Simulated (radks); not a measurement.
All-electron atom: Tb+ in [Xe] 4f8 6s2 (not the ground configuration). All-electron calculation, Dirac Kohn-Sham, LDA (Slater exchange, Perdew-Wang correlation), spin-unpolarised, spherical densities, point nucleus; open shells are shared between the two j in proportion to 2j + 1. Program: a radial shooting solver on a logarithmic mesh with Libxc functionals.

X-ray form factor f0, the Fourier transform of the density (f0(0) = 64):

sin(theta)/lambda (1/angstrom)  f0 (electrons)
0.05                                    62.910
0.1                                     60.221
0.15                                    56.922
0.2                                     53.541
0.25                                    50.206
0.3                                     46.977
0.4                                     41.112
0.5                                     36.225
0.6                                     32.182
0.8                                     25.870
1                                       21.397
1.25                                    17.794
1.5                                     15.460
2                                       11.880
